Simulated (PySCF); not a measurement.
# BrCl: calculation against experiment

**Experimental background.**

NIST CCCBDB Release 22 (SRD 101), experimental dipoles lists, for the gas: dipole moment (microwave Stark effect, vibrational ground state) 0.519 ± 0.004 D.

Liu, Meijer, Perez-Rios, Phys. Chem. Chem. Phys. 22 (2020) 24191 lists, for the gas: dipole moment 0.519 D.

How close the calculation comes is told at the end.

Compound: BrCl.
Numbering: `[Cl:1][Br:2]`

Cartesian coordinates in Å at the B3LYP/def2-TZVP level; atoms count from 1:
```xyz
2
BrCl angstrom
Cl     1.087   -0.011   -0.004
Br    -1.079   -0.001   -0.016
```

Runs made with PySCF (gas phase, on this B3LYP/def2-TZVP geometry; no spin–orbit coupling):

| level | job | basis functions | wall time |
| --- | --- | --- | --- |
| B3LYP/def2-TZVP, grid level 1 | geometry optimisation from a GFN2-xTB start | 85 | 3.9 s |

Hardware: one thread of an Intel Xeon Platinum 8375C at 2.90 GHz, shared host.

## Comparison

**Dipole moment.** Measured: 0.519 D (NIST CCCBDB Release 22 (SRD 101), experimental dipoles) and 0.519 D (Liu, Meijer, Perez-Rios, Phys. Chem. Chem. Phys. 22 (2020) 24191). Differences are taken against the first.

```
          level  computed (D)  computed − measured (D)  % (from the printed values)
B3LYP/def2-TZVP         0.481                   -0.038                           -7
```

The computed dipoles belong to one fixed geometry; measured ones are averaged over vibrations unless marked μe. Magnitudes are compared, not signs.

No measured geometry was used, and the causes of the misses weren't examined.
